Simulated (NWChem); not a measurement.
## Ionisation of BCl

```xyz
2

B      0.0000     0.0000    -1.3285
Cl     0.0000     0.0000     0.3907
```
Charge 0, spin multiplicity 1.

Program: NWChem. The geometry was optimised at PBE0/def2-SVP, a minimum by its harmonic frequencies.

Basis set: def2-TZVP. −ε marks an orbital energy of the parent.

B3LYP has NWChem's definition, with VWN1-RPA local correlation. The structure started from a generated list of species.

Question: Order these methods by the first vertical ionisation energy they give, lowest first: −ε(HOMO) of HF, −ε(HOMO) of B3LYP, −ε(HOMO) of PBE, −ε(HOMO) of M06-2X.

Answer: −ε(HOMO) of PBE (6.24 eV), −ε(HOMO) of B3LYP (7.27 eV), −ε(HOMO) of M06-2X (8.58 eV), −ε(HOMO) of HF (10.35 eV)
